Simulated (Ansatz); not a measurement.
CH9BOSi2. Total charge 0; spin multiplicity 1. The bonds changed during the relaxation, so this is another structure than the one it started from. All single points use the PBE0-D4/def2-TZVP geometry. It is one conformer, not always the lowest.

```xyz
14

B    -1.477   -0.455    0.183
Si   -1.370    1.196   -0.727
O    -0.743    2.604   -0.185
Si    0.446   -0.825   -0.508
C     1.693   -0.780    0.892
H    -1.437   -0.441    1.384
H    -2.224   -1.203   -0.390
H    -1.536    1.433   -2.183
H    -0.596    2.666    0.762
H     0.908    0.212   -1.513
H     0.507   -2.102   -1.269
H     2.706   -0.968    0.530
H     1.442   -1.534    1.641
H     1.681    0.196    1.383
```

**Question.** What is the dipole moment at B3LYP/def2-TZVPP? (Estimate.)

**Answer.** The calculation gave: 1.87 D, with components (0.50, 1.63, 0.78) D in this frame, pointing from negative to positive charge.

**Question.** And with PBE, r2SCAN, ωB97M-V? (An estimate is asked.)

**Answer.** The calculation gave: PBE 1.91 D, r2SCAN 1.93 D, ωB97M-V 1.97 D.

**Question.** Give the Mulliken charges with B3LYP, ωB97M-V, r2SCAN in def2-TZVPP. (An estimate is asked.)

**Answer.** Computed: 
| atom | B3LYP | ωB97M-V | r2SCAN |
| --- | --- | --- | --- |
| B1 | -0.22 | -0.44 | -0.27 |
| Si2 | 0.40 | 0.40 | 0.48 |
| O3 | -0.36 | -0.34 | -0.38 |
| Si4 | 0.18 | 0.12 | 0.20 |
| C5 | -0.37 | -0.43 | -0.28 |
| H6 | 0.05 | 0.11 | 0.03 |
| H7 | 0.04 | 0.11 | 0.02 |
| H8 | -0.05 | 0.00 | -0.06 |
| H9 | 0.20 | 0.19 | 0.22 |
| H10 | -0.09 | -0.04 | -0.09 |
| H11 | -0.08 | -0.03 | -0.08 |
| H12 | 0.11 | 0.12 | 0.08 |
| H13 | 0.11 | 0.13 | 0.08 |
| H14 | 0.09 | 0.10 | 0.06 |

B3LYP here is the variant with VWN-RPA as its local correlation; programs differ in this.
